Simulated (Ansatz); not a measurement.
`C[CH2][GaH][NH2]` → `[NH2][GaH2]` + ethylene  (β-hydride elimination)

Isolated molecules relaxed with PBE0-D4/def2-TZVP in Ansatz; ΔE leaves out vibrations. CCSD(T)/CBS is the MP2 limit (def2-TZVPP, def2-QZVPP) plus CCSD(T) − MP2 in def2-TZVPP, frozen cores. This one scheme is used for every species. Functionals use def2-TZVPP. B3LYP here is the variant with VWN-RPA as its local correlation; programs differ in this. HSE06 is defined as in plane-wave codes. For Ga outer-core shells are correlated without core-valence functions, which leaves a few kJ/mol of doubt a bond. Scalar relativity is left out up to krypton. Each species was taken in one conformer, which may not be the lowest.

`C[CH2][GaH][NH2]`:

Z-matrix (Å, degrees):
```
C
C 1 1.524
H 1 1.093 2 111.6
H 1 1.093 2 111.6 3 -119.8
H 1 1.094 2 112.0 3 120.1
Ga 2 1.971 1 114.5 3 59.8
H 2 1.096 1 110.7 3 -178.2
H 2 1.096 1 110.6 3 -62.1
N 6 1.820 2 116.8 1 -0.5
H 6 1.566 2 127.4 1 179.5
H 9 1.006 6 124.1 2 0.0
H 9 1.006 6 124.2 2 -180.0
```

`[NH2][GaH2]`:

Z-matrix (Å, degrees):
```
N
Ga 1 1.813
H 1 1.006 2 124.1
H 1 1.006 2 124.0 3 -180.0
H 2 1.561 1 116.7 3 -180.0
H 2 1.561 1 116.7 3 0.0
```

`C=C`:

Z-matrix (Å, degrees):
```
C
C 1 1.323
H 1 1.085 2 121.7
H 1 1.085 2 121.7 3 -180.0
H 2 1.085 1 121.7 3 -0.0
H 2 1.085 1 121.7 3 -180.0
```

```json
{"level": "LDA (SPW92)", "ΔE (kJ/mol)": "163.8", "difference from CCSD(T)/CBS": "32.2"}
{"level": "PBE-D4", "ΔE (kJ/mol)": "134.7", "difference from CCSD(T)/CBS": "3.1"}
{"level": "revPBE-D4", "ΔE (kJ/mol)": "130.5", "difference from CCSD(T)/CBS": "-1.1"}
{"level": "B3LYP-D4", "ΔE (kJ/mol)": "120.3", "difference from CCSD(T)/CBS": "-11.3"}
{"level": "HSE06-D4", "ΔE (kJ/mol)": "142.9", "difference from CCSD(T)/CBS": "11.3"}
{"level": "ωB97X-V", "ΔE (kJ/mol)": "135.4", "difference from CCSD(T)/CBS": "3.8"}
{"level": "ωB97M-V", "ΔE (kJ/mol)": "128.6", "difference from CCSD(T)/CBS": "-3.0"}
{"level": "PBE0", "ΔE (kJ/mol)": "135.0", "difference from CCSD(T)/CBS": "3.4"}
{"level": "r2SCAN0", "ΔE (kJ/mol)": "138.4", "difference from CCSD(T)/CBS": "6.8"}
{"level": "HSE06", "ΔE (kJ/mol)": "135.2", "difference from CCSD(T)/CBS": "3.6"}
{"level": "LC-ωPBE", "ΔE (kJ/mol)": "142.5", "difference from CCSD(T)/CBS": "10.9"}
{"level": "HF/def2-SVP", "ΔE (kJ/mol)": "102.1", "difference from CCSD(T)/CBS": "-29.5"}
{"level": "SCS-MP2/def2-TZVPP", "ΔE (kJ/mol)": "126.4", "difference from CCSD(T)/CBS": "-5.2"}
{"level": "HF/CBS(def2)", "ΔE (kJ/mol)": "90.8", "difference from CCSD(T)/CBS": "-40.8"}
{"level": "MP2/CBS(def2)", "ΔE (kJ/mol)": "145.0", "difference from CCSD(T)/CBS": "13.4"}
{"level": "CCSD/CBS(def2)", "ΔE (kJ/mol)": "130.0", "difference from CCSD(T)/CBS": "-1.6"}
{"level": "CCSD(T)/CBS", "ΔE (kJ/mol)": "131.6", "difference from CCSD(T)/CBS": "0"}
```

Largest T1 diagnostic among the species: 0.014.

At CCSD(T), def2-SVP lies −9.9 kJ/mol from the extrapolated value and def2-TZVPP −4.8 kJ/mol. Leaving LDA and LC-ωPBE aside and taking each functional with its dispersion term where it has one, the values, not all of them listed here, spread over 34.0 kJ/mol, from BLYP-D4 to PBE-QIDH. LDA lies +38.3 kJ/mol from PBE without D4.
